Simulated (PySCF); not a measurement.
Compound: C6H8N2.
Numbering: `[CH3:1][CH2:2][c:3]1[cH:4][cH:5][cH:6][n:7][n:8]1` (hydrogens: H9, H10, H11 on C1; H12, H13 on C2; H14 on C4; H15 on C5; H16 on C6)

Computed, not measured: TDDFT PBE0/def2-SVPD, vertical, gas phase, core orbitals frozen in the response in PySCF. One conformer (not necessarily the lowest) at the GFN2-xTB geometry, without solvent, vibrations or thermal averaging. Torsions of this conformer, `[CH3:1][CH2:2][c:3]1[cH:4][cH:5][cH:6][n:7][n:8]1`: C1–C2–C3–C4 84°.

Each state is given a Gaussian of 0.5 eV full width at half maximum, with ε(max) = 2.175×10⁸ f / Δν̃ (Δν̃ the width in cm⁻¹). The cross-section is σ = 3.8235×10⁻²¹ ε cm², given in Mb (10⁻¹⁸ cm²). The width is an assumption, not a result. The curve ends short of the highest state used, and states not computed would add to its high-energy end.

E (eV), σ (Mb) and a bar:
```
     2.67       0.00 
     2.81       0.01 
     2.94       0.05 
     3.08       0.19 #
     3.21       0.43 ##
     3.35       0.66 ###
     3.48       0.68 ###
     3.62       0.46 ##
     3.75       0.22 #
     3.88       0.07 
     4.02       0.02 
     4.15       0.01 
     4.29       0.00 
     4.42       0.00 
     4.56       0.00 
     4.69       0.00 
     4.83       0.00 
     4.96       0.03 
     5.10       0.19 #
     5.23       0.80 ####
     5.37       2.43 ############
     5.50       4.63 #######################
     5.64       6.12 ##############################
     5.77       5.44 ###########################
```

Task: Where are the band maxima, and which computed states make them?

Result: 362 nm (3.42 eV), ε about 180, made up of S1 (100%); 219 nm (5.66 eV), ε about 1600, made up of S3 (98%) (ε in L mol⁻¹ cm⁻¹; maxima over ε = 5, shares over 10%). The states used: S1 3.42 eV (f 0.0034); S2 3.99 eV (f 0.0000); S3 5.66 eV (f 0.029); S4 5.80 eV (f 0.0008); S5 6.23 eV (f 0.0001); S6 6.37 eV (f 0.017).

Task: On this curve, what absorbance would a 10⁻³ mol/L sample give at 450 nm over a 1 cm path?

Result: 450 nm is 2.755 eV, where ε is about 1.3 L mol⁻¹ cm⁻¹, so A = ε c l ≈ 0.0013 (Beer–Lambert, with the gas-phase spectrum and the assumed width).

Task: What would ε be at 5.66 eV, the highest of these maxima, with half the width (0.25 eV)?

Result: About 3180 L mol⁻¹ cm⁻¹ against 1610, a factor of about 1.97; a lone state at its own centre would give exactly 2.

Task: Does any computed singlet lie in the visible range?

Result: No computed singlet lies in the visible range (380 to 750 nm); the lowest, at 362 nm, stands 0.16 eV above its violet end (3.26 eV); a Tamm–Dancoff triplet lies at 467 nm, without intensity as long as spin–orbit coupling is left out.

Hardware: one thread, AMD EPYC 9R45 (x86_64) (shared host). Cost: 16 s wall, 0.90 GiB resident at most.
